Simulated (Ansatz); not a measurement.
Start from `OC(O)(F)N[SiH3]` and change one atom or group to get `OC(F)(F)N[SiH3]`.

Ansatz, PBE0-D4/def2-TZVP geometries, multiplicity 1. Each molecule was computed in one conformer, which needn't be the lowest.

| property | `OC(O)(F)N[SiH3]` |
| --- | --- |
| LUMO energy (PBE/def2-TZVPP) / eV | -0.50 |
| size of the dipole moment (ωB97M-V/def2-TZVPP) / D | 1.41 |
| HOMO energy (PBE/def2-TZVPP) / eV | -6.37 |
| HOMO–LUMO gap (PBE0/def2-TZVPP) / eV | 8.20 |
| HOMO–LUMO gap (ωB97M-V/def2-TZVPP) / eV | 12.05 |
| LUMO energy (ωB97M-V/def2-TZVPP) / eV | 1.85 |

Problem. Give the same properties after the change, and the shifts. (Best estimate.)

Solution. Computed: 
| property | `OC(F)(F)N[SiH3]` | shift |
| --- | --- | --- |
| LUMO energy (PBE/def2-TZVPP) / eV | -0.51 | -0.01 |
| size of the dipole moment (ωB97M-V/def2-TZVPP) / D | 1.33 | -0.08 |
| HOMO energy (PBE/def2-TZVPP) / eV | -6.60 | -0.23 |
| HOMO–LUMO gap (PBE0/def2-TZVPP) / eV | 8.41 | 0.21 |
| HOMO–LUMO gap (ωB97M-V/def2-TZVPP) / eV | 12.32 | 0.27 |
| LUMO energy (ωB97M-V/def2-TZVPP) / eV | 1.92 | 0.07 |

Dipoles are sizes alone; their direction can turn.
